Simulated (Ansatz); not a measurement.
def2 core potentials replace the inner electrons of Sn.

B3LYP has the VWN-RPA correlation part, as in Gaussian. 

**C$_{2}$H$_{2}$Cl$_{3}$F$_{3}$Sn, SMILES `FC([CH2][Sn]([Cl])([Cl])[Cl])(F)F` (charge 0, multiplicity 1)**

The numbers are results of B3LYP-D3(BJ)/def2-TZVP // PBE0-D3(BJ)/def2-SVP (Ansatz, an electronic-structure program), not measurements.

The HOMO is -9.15 eV and the dipole moment is 0.480 e·Å. The LUMO comes out as -2.92 eV and the HOMO–LUMO gap is 6.23 eV. The vertical ionisation energy (Delta-SCF) is 11.06 eV and the adiabatic electron affinity (no zero-point term) is 2.30 eV. The electron reorganisation energy (four-point) comes out as 2.679 eV and the total energy is -1972.3473 Ha. The cost is very roughly 11 core-minutes.

Bonds (Å): F1–C2 1.334, C2–F3 1.336, C2–F4 1.336, C2–C5 1.504, C5–Sn6 2.146, C5–H10 1.099, C5–H11 1.099, Sn6–Cl7 2.323, Sn6–Cl8 2.323, Sn6–Cl9 2.330. Bond angles (°): F1–C2–F3 107.6, F1–C2–F4 107.6, F1–C2–C5 111.1, F3–C2–F4 107.6, F3–C2–C5 111.4, F4–C2–C5 111.4, C2–C5–Sn6 114.0, C2–C5–H10 109.9, C2–C5–H11 109.9, Sn6–C5–H10 106.9, Sn6–C5–H11 107.0, H10–C5–H11 109.0, C5–Sn6–Cl7 113.2, C5–Sn6–Cl8 113.2, C5–Sn6–Cl9 106.7, Cl7–Sn6–Cl8 108.2, Cl7–Sn6–Cl9 107.6, Cl8–Sn6–Cl9 107.6.
